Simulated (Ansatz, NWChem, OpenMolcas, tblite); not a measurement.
## SnTe (SMILES [Sn][Te]): the HOMO–LUMO gap, rung by rung

SnTe: 2 atoms, total charge 0, spin state singlet. SMILES: `[Sn][Te]`. The coordinates come from a PBE0-D4/def2-TZVP relaxation.

```xyz
2

Sn    0.0000    0.0000    0.0094
Te    0.0000    0.0000    2.5273
```

Each level gives the HOMO–LUMO gap (eV). The values are calculated.

```tsv
level	kind	program	value (eV)	CPU time
GFN2-xTB	semi-empirical	tblite	2.55	under 2 s
HF/def2-TZVPPD (core potential)	Hartree–Fock	Ansatz	8.23	6.2 s
SVWN5/def2-TZVPPD (core potential)	LDA	OpenMolcas	2.56	31 s
revPBE/def2-TZVPPD (core potential)	GGA	Ansatz	2.60	9.6 s
TPSS/def2-TZVPPD (core potential)	meta-GGA	OpenMolcas	2.68	40 s
BHLYP/def2-TZVPPD (core potential)	global hybrid	Ansatz	5.37	11 s
CAM-B3LYP/def2-TZVPPD (core potential)	range-separated hybrid	Ansatz	5.94	13 s
wB97X/def2-TZVPPD (core potential)	range-separated hybrid	NWChem	7.65	5.8 min
B2PLYP/def2-TZVPPD (core potential)	double hybrid	OpenMolcas	5.54	21 s
```

The values span 2.55 to 8.23 eV. Orbital gaps aren't excitation energies, and those of double hybrids come from the SCF part alone; they tend to grow with the share of exact exchange. Times are those of the runs behind each value, whatever else they computed, on shared processors of several kinds: orders of magnitude only.
